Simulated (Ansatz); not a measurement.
Start from `FC(F)(F)C[O][Ti]([Cl])([Cl])[Cl]` and change one atom or group to get `BOCC(F)(F)F`.

Ansatz, PBE0-D4/def2-TZVP geometries, multiplicity 1. Each molecule was computed in one conformer, which needn't be the lowest.

Scalar relativity is left out up to krypton.

```tsv
property	`FC(F)(F)C[O][Ti]([Cl])([Cl])[Cl]`
HOMO energy (PBE0/def2-TZVPP) / eV	-9.29
HOMO energy (PBE/def2-TZVPP) / eV	-7.91
LUMO energy (B3LYP/def2-TZVPP) / eV	-3.43
size of the dipole moment (ωB97M-V/def2-TZVPP) / D	2.62
size of the dipole moment (PBE/def2-TZVPP) / D	2.64
HOMO–LUMO gap (ωB97M-V/def2-TZVPP) / eV	10.38
```

Task: What does the change do to each property? (Estimate.)

Result: Ansatz gave: 
```csv
property,`BOCC(F)(F)F`,shift
HOMO energy (PBE0/def2-TZVPP) / eV,-9.18,0.11
HOMO energy (PBE/def2-TZVPP) / eV,-7.65,0.26
LUMO energy (B3LYP/def2-TZVPP) / eV,-1.07,2.36
size of the dipole moment (ωB97M-V/def2-TZVPP) / D,1.95,-0.67
size of the dipole moment (PBE/def2-TZVPP) / D,1.78,-0.86
HOMO–LUMO gap (ωB97M-V/def2-TZVPP) / eV,12.61,2.23
```

With PBE0 the HOMO rises by 0.11 eV and the LUMO rises by 2.40 eV, so the gap widens by about 2.29 eV. PBE moves the HOMO by 0.26 eV and ωB97M-V by -0.08 eV. Dipoles are sizes alone; their direction can turn.

Positive LUMOs are unbound, so they and the gaps depend on the basis.

B3LYP here is the variant with VWN-RPA as its local correlation; programs differ in this.
